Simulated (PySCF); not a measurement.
# Bond length, frequency and bond energy of KF⁺ by level of theory

State: ²Π (doublet), unpaired electrons π ↑. Set-up: PySCF, spin-free X2C with a Gaussian nucleus, basis sets K x2c-SVPall, F x2c-SVPall. De refers to K⁺ + F in their high-spin ground configurations, without counterpoise correction. The functionals are run spin-unrestricted. A positive dipole points towards F; it is taken about the centre of mass and depends on that origin. Levels whose curve was spin-contaminated or gave no clean fit are not listed.

```json
{"Level": "UHF", "Re (Å)": "2.994", "ωe (cm⁻¹)": "88.2", "De (eV)": "0.120", "μ (D)": "-4.48"}
{"Level": "UHF-MP2", "Re (Å)": "2.945", "ωe (cm⁻¹)": "101", "De (eV)": "0.164", "μ (D)": "n/a"}
{"Level": "UHF-SCS-MP2", "Re (Å)": "2.952", "ωe (cm⁻¹)": "99.6", "De (eV)": "0.161", "μ (D)": "n/a"}
{"Level": "UHF-CCSD", "Re (Å)": "2.945", "ωe (cm⁻¹)": "101", "De (eV)": "0.164", "μ (D)": "n/a"}
{"Level": "UHF-CCSD(T)", "Re (Å)": "2.942", "ωe (cm⁻¹)": "102", "De (eV)": "0.168", "μ (D)": "n/a"}
{"Level": "LDA", "Re (Å)": "2.684", "ωe (cm⁻¹)": "145", "De (eV)": "0.293", "μ (D)": "-3.79"}
{"Level": "PBE", "Re (Å)": "2.866", "ωe (cm⁻¹)": "114", "De (eV)": "0.243", "μ (D)": "-4.10"}
{"Level": "r²SCAN", "Re (Å)": "2.863", "ωe (cm⁻¹)": "113", "De (eV)": "0.194", "μ (D)": "-4.17"}
{"Level": "PBE0", "Re (Å)": "2.874", "ωe (cm⁻¹)": "108", "De (eV)": "0.197", "μ (D)": "-4.18"}
{"Level": "HSE06", "Re (Å)": "2.872", "ωe (cm⁻¹)": "107", "De (eV)": "0.197", "μ (D)": "-4.18"}
{"Level": "MN15", "Re (Å)": "2.880", "ωe (cm⁻¹)": "111", "De (eV)": "0.200", "μ (D)": "-4.21"}
```

The bond length runs from 2.684 Å (LDA) to 2.994 Å (UHF). De spans 0.12 eV (UHF, mean field) to 0.29 eV (LDA, local density). Correlation at CCSD(T) changes the Hartree–Fock bond energy by +0.05 eV; the triples alone change it by +0.01 eV.

Correlated steps freeze 6 core orbitals. The bond is weak. Basis-set superposition, not corrected here, can be much of De in a small basis, most of all at correlated wavefunction levels. For an ion De counts to the pair picked by the measured ionisation energies or electron affinities, which need not be the lowest pair at this level. The state is the lowest determinant that a PBE0 search found; another state may lie lower at other levels.
